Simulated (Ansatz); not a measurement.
Frontier orbitals of `[OH][V]([F])(=[S])[Cl]`.

Z-matrix (Å, degrees):
```
V
F 1 1.717
S 1 1.987 2 109.6
O 1 1.732 2 110.0 3 120.0
Cl 1 2.139 2 110.2 3 -119.3
H 4 0.962 1 125.6 2 -123.7
```

Total charge 0; spin multiplicity 1. Correlated methods include outer-core shells of V, which these sets cover unevenly. Scalar relativity is left out up to krypton. The structure was optimised at the PBE0-D4/def2-TZVP level. It is one conformer, not always the lowest. Basis def2-TZVPP, Ansatz.

```
             functional  HOMO (eV)  LUMO (eV)  gap (eV)
                    PBE      -7.23      -4.51      2.72
                   PBE0      -8.49      -3.76      4.73
                r2SCANh      -8.01      -4.27      3.74
                r2SCAN0      -8.70      -3.78      4.92
HSE06 (plane-wave form)      -8.10      -4.14      3.96
                ωB97M-V     -10.59      -1.58      9.01
                     HF     -11.24      -0.09     11.15
```

From PBE to PBE0 the HOMO moves by −1.26 eV and the LUMO by +0.75 eV, and with ωB97M-V by −3.36 and +2.93 eV, so the gap grows from 2.72 to 9.01 eV with exact exchange.
